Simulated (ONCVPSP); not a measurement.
# What one change does to a pseudopotential (silver (Ag), ONCV)

ONCVPSP 4.0.1 input, shortened (lines: element, Z, core and valence counts, functional; n l f; lmax; l rc ep ncon nbas qcut; lloc lpopt rc5 dvloc0; l nproj debl; icmod fcfact rcfact), LDA (Perdew-Wang 92), scalar-relativistic:

```
  Ag 47.00    6    4  -001012      upf
    1    0    2.00
    2    0    2.00
    2    1    6.00
    3    0    2.00
    3    1    6.00
    3    2   10.00
    4    0    2.00
    4    1    6.00
    4    2   10.00
    5    0    1.00
    2
    0    1.40    0.00    4    7    9.30
    1    1.15    0.00    4    7    6.30
    2    1.50    0.00    3    7   10.60
    4    5    0.80    6.00
    0    2    0.50
    1    1    0.80
    2    2    3.90
    0    0.00    0.00
```

Change: all radii scaled by about 0.95 (s 1.34, p 1.10, d 1.42 bohr); local potential polynomial inside 0.76 bohr (lpopt 5, dvloc0 6 Ha).

Cutoffs: the cutoffs (Ha) at which the residual kinetic energy of the hardest occupied pseudo-wave falls to 1 and 0.1 mHa per electron; they do not see the model core or the augmentation charge, which bear on the density cutoff. Errors are all-electron minus pseudo energies relative to the spin-unpolarised reference configuration.

Problem. What does the change do?

Solution. The potential gets harder (94 Ha and 115 Ha → 106 Ha and 126 Ha); of the 4 tests that both files solve, the error grows in 1 and shrinks in 1 by more than 15 % and 0.3 meV (median size 2.9 → 3.3 meV); neither file shows a bound ghost. A smaller radius makes the pseudo-wave follow the all-electron one further in, where it bends more sharply, so more plane waves are needed.

```csv
quantity,base,changed
"cutoff, loose",94 Ha,106 Ha
"cutoff, tight",115 Ha,126 Ha
loose cutoff by channel,"s 31 Ha, p 94 Ha, d 33 Ha","s 32 Ha, p 106 Ha, d 34 Ha"
bound ghosts,none,none
GHOST(+) flags under 300 eV,s at 163.9 eV,s at 130.4 eV
"error for 4s2 4p6 4d10 5s0, meV [ΔE 8.10 eV]",-1.2,-1.2
"error for 4s2 4p6 4d9 5s0, meV [ΔE 30.48 eV]",-3.2,-3.3
"error for 4s2 4p6 4d8 5s0, meV [ΔE 66.92 eV]",-2.5,-3.3
"error for 4s1 4p6 4d10 5s1, meV [ΔE 102.09 eV]",-103,-80
```
